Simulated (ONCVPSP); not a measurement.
# S (Z = 16): excitation energies, all-electron against ONCV

ONCVPSP 4.0.1 input, shortened (lines: element, Z, core and valence counts, functional; n l f; lmax; l rc ep ncon nbas qcut; lloc lpopt rc5 dvloc0; l nproj debl; icmod fcfact rcfact), PBEsol, non-relativistic:

```
  S 16.00    3    2  -116133      upf
    1    0    2.00
    2    0    2.00
    2    1    6.00
    3    0    2.00
    3    1    3.75
    2
    0    1.40    0.00    4    8    3.70
    1    1.40    0.00    4    8    6.10
    2    1.35    0.44    5    9    7.40
    4    5    0.90    1.00
    0    2    0.30
    1    2    2.90
    2    2    1.50
    3    2.75    1.55
```

In the s channel the program set the typed energies aside and used -0.717, 0.250 Ha.

Energies are relative to the spin-unpolarised reference configuration 3s2 3p3.75; without spin polarisation the order of configurations can differ from experiment.

```
valence configuration  charge  ΔE all-electron (eV)  error AE − PS (meV)
              3s2 3p4       0                -2.032                 +0.1
              3s2 3p2      +2                31.968                  +10
              3s0 3p6       0                18.387                  -15
```

(1) What are ΔE and the potential's error for 3s2 3p3?

Note: no bound ghost flagged; GHOST(+) flagged for s at 114.8 eV.

## Answers

(1) ΔE = 9.715 eV all-electron; the error (AE − PS) is +1.2 meV.
